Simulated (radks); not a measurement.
The numbers below are computed, except where a source is named.
Neutral holmium inside a hard spherical wall (all orbitals vanish at R), configuration held at [Xe] 4f11 6s2 and not refilled when levels cross. Level of theory: scalar-relativistic Kohn-Sham, LDA (Slater exchange, VWN5 correlation), spin-polarised, spherical densities, finite nucleus; open shells are filled with parallel spins first (spin-orbit coupling, left out, can overturn this in heavy ions); Fermi nuclear charge, rms radius 5.2022 fm (a radial shooting solver on a logarithmic mesh with Libxc functionals). Eigenvalues in eV for spin up, with the zero of energy where the potential of the charges vanishes at infinity; a dash marks a level that is unbound or too diffuse for the functional's potential to be trusted. A positive occupied level is held by the wall or, in an anion where self-interaction has pushed it up, behind a barrier. The pressure on the wall is -dE/dV.

| R (bohr) | E (hartree) | kinetic (hartree) | e(5s) | e(5p) | e(4f) | e(6s) | e(5d, empty) | e(6p, empty) | pressure (GPa) |
|---|---|---|---|---|---|---|---|---|---|
| free | -12607.1751 | 13628.426 | -51.098 | -26.432 | -4.335 | -3.981 | -1.302 | -1.210 | 0 |
| 20 | -12607.1751 | 13628.426 | -51.098 | -26.432 | -4.335 | -3.981 | -1.302 | -1.209 | < 0.0001 |
| 15 | -12607.1751 | 13628.426 | -51.096 | -26.430 | -4.333 | -3.979 | -1.299 | -1.196 | 0.000132 |
| 7 | -12607.1368 | 13628.653 | -49.931 | -25.288 | -3.183 | -2.822 | -0.124 | 1.067 | 1.74 |
| 5 | -12606.9054 | 13629.599 | -47.203 | -22.684 | -0.391 | 1.579 | 3.024 | 8.007 | 26.1 |
| 3.5 | -12605.6312 | 13634.437 | -40.247 | -16.000 | 7.475 | 19.597 | 12.599 | 32.690 | 400 |
| 3 | -12603.9786 | 13640.629 | -34.165 | -9.676 | 14.801 | 38.869 | 21.727 | 56.677 | 1300 |
| 2.5 | -12599.7389 | 13655.742 | -22.054 | 3.889 | 29.208 | 80.695 | 40.706 | 105.63 | 5080 |
| 2 | -12587.1037 | 13697.214 | 7.134 | 38.157 | 59.712 | 181.95 | 86.289 | 218.12 | 25400 |
| 1.5 | -12540.1150 | 13839.581 | 103.38 | 150.26 | 134.19 | 473.40 | 222.88 | 528.10 | 189000 |
